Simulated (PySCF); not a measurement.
Broadened absorption spectrum of Ta(NH)(CH2SiH3)3

Ta(NH)(CH2SiH3)3, C₃H₁₆NSi₃Ta (singlet state).
SMILES: `[NH]=[Ta]([CH2][SiH3])([CH2][SiH3])[CH2][SiH3]`

Method used: TDDFT PBE0/def2-SVPD, vertical, gas phase, core orbitals frozen in the response, def2 core potentials past Kr (PySCF 2.14.0, density-fitted response routines). Isolated species at its PBE0-D3(BJ)/def2-SVP geometry, gas phase. Spin–orbit coupling is left out.

Each state is given a Gaussian of 0.3 eV full width at half maximum, with ε(max) = 2.175×10⁸ f / Δν̃ (Δν̃ the width in cm⁻¹). The width is an assumption, not a result. The curve ends short of the highest state used, and states not computed would add to its high-energy end.

```
E (eV)  ε (L mol⁻¹ cm⁻¹)
  4.19                 0
  4.24                 0
  4.28                 1
  4.33                 3
  4.38                11
  4.42                27
  4.47                78
  4.52               191
  4.57               408
  4.61               672
  4.66              1093
  4.71              1528
  4.75              1791
  4.80              1903
  4.85              1739
  4.89              1452
  4.94              1019
  4.99               626
  5.04               346
  5.08               207
  5.13               111
  5.18                76
  5.22                84
  5.27               153
```

Question: Where are the band maxima, and which computed states make them?

Answer: 259 nm (4.80 eV), ε about 1900, made up of S2 (51%) and S3 (48%) (ε in L mol⁻¹ cm⁻¹; maxima over ε = 5, shares over 10%). At its high-energy end, 5.27 eV, the curve is still rising (ε about 150, from S4, S6 and S7). The states used: S1 4.64 eV (f 0.0001); S2 4.79 eV (f 0.011); S3 4.80 eV (f 0.010); S4 5.08 eV (f 0.0006); S5 5.39 eV (f 0.0000); S6 5.57 eV (f 0.012); S7 5.57 eV (f 0.013); S8 5.76 eV (f 0.019); S9 5.87 eV (f 0.011).

Question: Coming from long wavelengths, where does ε first pass 100 L mol⁻¹ cm⁻¹?

Answer: At about 277 nm (4.48 eV), 0.16 eV below S1.

Question: On this curve, what absorbance would a 10⁻³ mol/L sample give at 280 nm over a 1 cm path?

Answer: 280 nm is 4.428 eV, where ε is about 33 L mol⁻¹ cm⁻¹, so A = ε c l ≈ 0.033 (Beer–Lambert, with the gas-phase spectrum and the assumed width).

Question: What would ε be at 4.80 eV, the highest of these maxima, with half the width (0.15 eV)?

Answer: About 3780 L mol⁻¹ cm⁻¹ against 1900, a factor of about 1.98; a lone state at its own centre would give exactly 2.
